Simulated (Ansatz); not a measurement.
```yaml
crystal:
  periodic: [false, false, false]
  atoms:
    - {symbol: Ge, position_ang: [0.302337, 0.058632, 0.868254]}
    - {symbol: C, position_ang: [-0.463497, -0.006885, 2.626375]}
    - {symbol: C, position_ang: [-1.201627, -1.051710, 3.025429]}
    - {symbol: H, position_ang: [-0.288906, 0.839515, 3.302419]}
    - {symbol: H, position_ang: [-1.376749, -1.908330, 2.365079]}
    - {symbol: H, position_ang: [-1.648104, -1.091872, 4.026605]}
    - {symbol: O, position_ang: [2.029318, 0.417739, 0.907383]}
    - {symbol: C, position_ang: [2.639737, 1.391639, 0.066215]}
    - {symbol: C, position_ang: [2.820001, 0.899128, -1.356719]}
    - {symbol: H, position_ang: [2.053544, 2.329182, 0.065977]}
    - {symbol: H, position_ang: [3.620963, 1.612198, 0.521879]}
    - {symbol: H, position_ang: [3.374535, 1.639197, -1.956703]}
    - {symbol: H, position_ang: [3.380768, -0.049100, -1.371644]}
    - {symbol: H, position_ang: [1.840668, 0.740776, -1.835656]}
    - {symbol: O, position_ang: [-0.348324, 1.296670, -0.237093]}
    - {symbol: C, position_ang: [-1.736922, 1.303040, -0.546522]}
    - {symbol: C, position_ang: [-2.501408, 2.260777, 0.348031]}
    - {symbol: H, position_ang: [-1.831448, 1.611574, -1.603785]}
    - {symbol: H, position_ang: [-2.164344, 0.281749, -0.473917]}
    - {symbol: H, position_ang: [-3.562158, 2.313055, 0.053512]}
    - {symbol: H, position_ang: [-2.454094, 1.937805, 1.400585]}
    - {symbol: H, position_ang: [-2.070557, 3.271926, 0.279423]}
    - {symbol: O, position_ang: [-0.063175, -1.536152, 0.178284]}
    - {symbol: C, position_ang: [0.278497, -1.855107, -1.163093]}
    - {symbol: C, position_ang: [-0.361887, -3.177952, -1.524815]}
    - {symbol: H, position_ang: [-0.067577, -1.059357, -1.853844]}
    - {symbol: H, position_ang: [1.379224, -1.919437, -1.271704]}
    - {symbol: H, position_ang: [-0.107200, -3.467257, -2.556559]}
    - {symbol: H, position_ang: [-0.013632, -3.969462, -0.843341]}
    - {symbol: H, position_ang: [-1.458013, -3.111982, -1.440068]}
basis:
  gaussian: {orbitals: def2-TZVP}
magnetization: {spin_polarized: true, initial_magnetization: 2}
hamiltonian: {xc: pbe0, dispersion: d4}
scf: {omitted_lower_state_checks: [starts]}
output: {orbitals: {seedname: orbitals}}
```

```sh
$ ansatz run in.yaml --threads 4 --pin off --events-out ev --progress --plain --max-ram 6963MiB
```

(1) Does this run fit into the memory that it is given?

## Answers

(1) No. It has 497 basis functions, and Ansatz plans for 8 GiB where 7 GiB are given.
